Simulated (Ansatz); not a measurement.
Reaction (substitution at a C–C bond): `B/C=C/CC` + `O[SiH2]S[SiH2]F` → `CO[SiH2]S[SiH2]F` + `B/C=C/C`

Gas-phase electronic energies from Ansatz, PBE0-D4/def2-TZVP geometries. CBS: MP2 limit from def2 TZ/QZ plus the TZ coupled-cluster correction, frozen cores. Double bonds are as drawn, so ΔE can hold a change between cis and trans. Functionals use def2-TZVPP. B3LYP here is the variant with VWN-RPA as its local correlation; programs differ in this. One conformer a species, not always the lowest.

| level | ΔE (kJ/mol) |
| --- | --- |
| r2SCAN-D4 | 54.4 |
| PBE0-D4 | 55.8 |
| ωB97X-V | 51.4 |
| B2PLYP | 55.1 |
| B3LYP | 52.5 |
| SCS-MP2/def2-TZVPP | 57.6 |
| CCSD/def2-TZVPP | 56.5 |
| CCSD(T)/def2-TZVPP | 56.8 |

Problem. What does CCSD(T)/CBS give? (Estimate.)

Solution. The calculation gave: +59.2 kJ/mol. The listed levels differ from it by -4.8, -3.4, -7.8, -4.1, -6.7, -1.6, -2.7, -2.4 kJ/mol.

Largest T1 diagnostic among the species: 0.012.

The D4 term adds −4.7 kJ/mol with B3LYP and −2.7 kJ/mol with PBE0; it sums over pairs of atoms, weighted by their polarisabilities, and B3LYP, whose exchange is more repulsive, gets the larger term. In def2-TZVPP, CCSD(T) changes the Hartree–Fock value by +7.0 kJ/mol (the triples alone add +0.3 kJ/mol) and MP2 by +12.5 kJ/mol.
